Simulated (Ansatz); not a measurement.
`C=C[SiH2][S][GeH3]` at its PBE0-D4/def2-TZVP geometry, where that method's forces vanish. Charge 0, multiplicity 1.

```xyz
13

C    -1.0262   -0.2184   -1.6708
C    -0.2846    0.8521   -1.4032
Si   -0.0121    1.5295    0.3073
S    -0.7092    0.1988    1.8203
Ge    0.7300   -1.4694    1.4808
H    -1.5288   -0.7707   -0.8816
H    -1.1676   -0.5844   -2.6837
H     0.1962    1.3697   -2.2333
H    -0.7682    2.7933    0.5075
H     1.4374    1.8094    0.4911
H     0.1032   -2.5263    0.5596
H     2.0097   -0.9047    0.8472
H     1.0203   -2.0788    2.8588
```

Question: What forces (eV/Å) does r2SCAN-D4/def2-TZVPP give on these atoms in Ansatz? (An estimate is asked.)

Answer: Ansatz gave: 
```
C1  -0.117 -0.170 -0.074
C2   0.106  0.162  0.063
Si3  0.024  0.040 -0.008
S4  -0.024 -0.004  0.051
Ge5  0.048 -0.066  0.001
H6   0.006  0.003 -0.011
H7  -0.003 -0.002  0.006
H8   0.002  0.001 -0.015
H9   0.015 -0.010 -0.006
H10 -0.021  0.012 -0.008
H11  0.030  0.039  0.036
H12 -0.051 -0.030  0.026
H13 -0.013  0.026 -0.064
```
